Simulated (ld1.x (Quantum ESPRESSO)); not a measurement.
**Logarithmic derivatives: P, RRKJ**

```
Element                 : phosphorus
Generator               : ld1.x (Quantum ESPRESSO) 7.5
Type                    : norm-conserving RRKJ (Kleinman–Bylander form)
Functional              : PBEsol
Relativity              : non-relativistic
Frozen core             : [Ne]
Valence charge          : 5
Reference configuration : 3s2 3p3
Partial waves           : 3p (bound): rc 1.25 bohr; 3s (bound): rc 1.45 bohr
Local potential         : the s channel
Core correction         : Bessel-smoothed model core inside 1.20 bohr
```

The phase is arctan(r·u′/u) with u = r·R(r), unwrapped; energies in Ry, scanned from -3 to 5 Ry. A pole is an energy at which the radial function vanishes at the test radius. The pseudo phase is shifted by a multiple of π to meet the all-electron one at the reference energy, and phase errors are pseudo minus all-electron; the curves can meet again beyond the range given. Levels narrower than the energy grid can be missing from the lists of poles.

**Question.** For each channel, where are the poles, and over which energies does the pseudopotential scatter like the atom?

**Answer.**

| channel | radius (bohr) | reference energy (Ry) | poles, all-electron | poles, pseudo | unbroken range about the reference energy with phases within 0.05 rad | phase error 1 Ry above the reference energy (rad) |
| --- | --- | --- | --- | --- | --- | --- |
| s | 1.60 | -1.02 | 4.48 | 3.94 | the whole range | -0.006 |
| p | 1.60 | -0.40 | none | 4.32 | below 3.5 | -0.016 |

Phases in the p channel:

```tsv
E (Ry)	all-electron	pseudo
-3.00	1.129	1.122
-2.52	1.076	1.069
-2.04	1.004	0.998
-1.56	0.902	0.898
-1.08	0.751	0.749
-0.60	0.515	0.514
-0.12	0.152	0.151
0.36	-0.305	-0.315
0.84	-0.708	-0.729
1.32	-0.981	-1.010
1.80	-1.156	-1.189
2.28	-1.272	-1.309
2.76	-1.354	-1.395
3.24	-1.414	-1.460
3.72	-1.461	-1.514
4.20	-1.499	-1.560
4.68	-1.531	-1.603
```
